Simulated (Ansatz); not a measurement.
All numbers were calculated with Ansatz.

A structure relaxed at PBE0-D4/def2-TZVP, charge 0, multiplicity 1:

```csv
atom,x (Å),y (Å),z (Å)
O1,-1.086,-1.676,0.863
Si2,0.052,-1.155,1.919
C3,1.158,0.166,1.200
C4,1.088,0.749,-0.002
Si5,-0.111,0.447,-1.384
O6,-1.643,0.500,-0.751
O7,0.062,1.660,-2.480
H8,-1.601,-0.991,0.413
H9,0.877,-2.335,2.280
H10,-0.538,-0.595,3.169
H11,1.958,0.500,1.868
H12,1.833,1.510,-0.243
H13,0.096,-0.844,-2.093
H14,-2.361,0.656,-1.368
H15,0.216,1.410,-3.391
```

**Question.** Give its formula and SMILES.

**Answer.** C2H8O3Si2, `O[SiH2]/C=C\[SiH](O)O`.

**Question.** Point group (tolerance 0.08 Å, 0.16 Å for H)?

**Answer.** C1.

**Question.** Summarise the bond lengths by kind.

**Answer.** 3 × O–Si 1.637 to 1.659 Å; 3 × H–O 0.957 to 0.968 Å; 2 × C–Si 1.853 to 1.867 Å; 3 × H–Si 1.485 to 1.491 Å; 1 × C–C 1.338 Å; 2 × C–H 1.092 to 1.094 Å.
